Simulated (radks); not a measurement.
Task: These are the eigenvalues of the occupied orbitals of an atom or ion with whole-number occupations (hartree). Method: Dirac Kohn-Sham, LDA (Slater exchange, Perdew-Wang correlation), spin-unpolarised, spherical densities, finite nucleus; Fermi nuclear charge, rms radius of each element as measured or else 0.836 A^(1/3) + 0.57 fm; computed with a radial shooting solver on a logarithmic mesh with Libxc functionals.

| orbital | eigenvalue |
|---|---|
| 1s1/2 | -1211.057 |
| 2s1/2 | -188.1069 |
| 2p1/2 | -176.6647 |
| 2p3/2 | -165.7011 |
| 3s1/2 | -38.90607 |
| 3p1/2 | -34.16439 |
| 3p3/2 | -32.10186 |
| 3d3/2 | -23.71145 |
| 3d5/2 | -23.27721 |
| 4s1/2 | -7.80337 |
| 4p1/2 | -6.14572 |
| 4p3/2 | -5.73922 |
| 4d3/2 | -3.06734 |
| 4d5/2 | -3.00338 |
| 5s1/2 | -1.72091 |
| 5p1/2 | -1.30974 |
| 5p3/2 | -1.25502 |

Which element is it, and in what charge state? The configuration may be excited. Open shells, if any, are shared by 2j + 1.

Result: Z = 53, iodine, charge +3: I3+ in [Kr] 4d10 5s2 5p2. The list shows which subshells hold electrons but not how many an open one holds; the 1s level, -1211.1 hartree, gives Z - s = 49.2 by -(Z - s)^2/2, which with screening and relativity narrows Z to a few neighbours, and the depths of the outer levels then fix element, charge and occupations together.
